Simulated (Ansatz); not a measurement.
ReBrO3⁻, that is ReO3Br with one electron more. The state is a doublet with charge -1. Geometry PBE0-D4/def2-SVP, that of the neutral singlet; atoms count from 1.

```xyz
5

Re   -0.060    0.120   -0.012
O    -1.162    0.076   -1.295
O    -0.884    0.497    1.415
O     1.098    1.314   -0.317
Br    1.008   -2.007    0.208
```

In the def2 sets Re takes a core potential; there is no spin–orbit coupling. The highest occupied level of the charge -1 doublet lies above zero (up to 0.50 eV). By energy differences its removal costs 1.47 eV (vertical, to the charge 0 singlet, at PBE0-D4/def2-TZVPD); a positive level beside a positive removal energy at the same level points to self-interaction error.

Question: Estimate the Mulliken populations from the PBE0/def2-TZVPD orbitals of Ansatz.

Answer: 
```
atom  charge (e)  spin (α − β)  d electrons
 Re1        1.56          0.65         4.49
  O2       -0.64          0.01            –
  O3       -0.67          0.15            –
  O4       -0.67          0.15            –
 Br5       -0.58          0.03            –
```
Mulliken values and Mayer orders depend strongly on the basis. With diffuse functions, as here, like atoms can get unlike values, and bond orders can come out too low or too high.

Question: Where does the spin sit?

Answer: Summed by element: Re 0.65, O 0.32, Br 0.03, of 1 unpaired in all. Largest on single atoms: Re1 0.65, O3 0.15, O4 0.15.

Question: And the Mayer bond orders between bonded heavy atoms (over 0.3)?

Answer: Re1–O2 1.68 (1.69 Å); Re1–O3 1.63 (1.69 Å); Re1–O4 1.63 (1.69 Å); Re1–Br5 0.66 (2.39 Å).
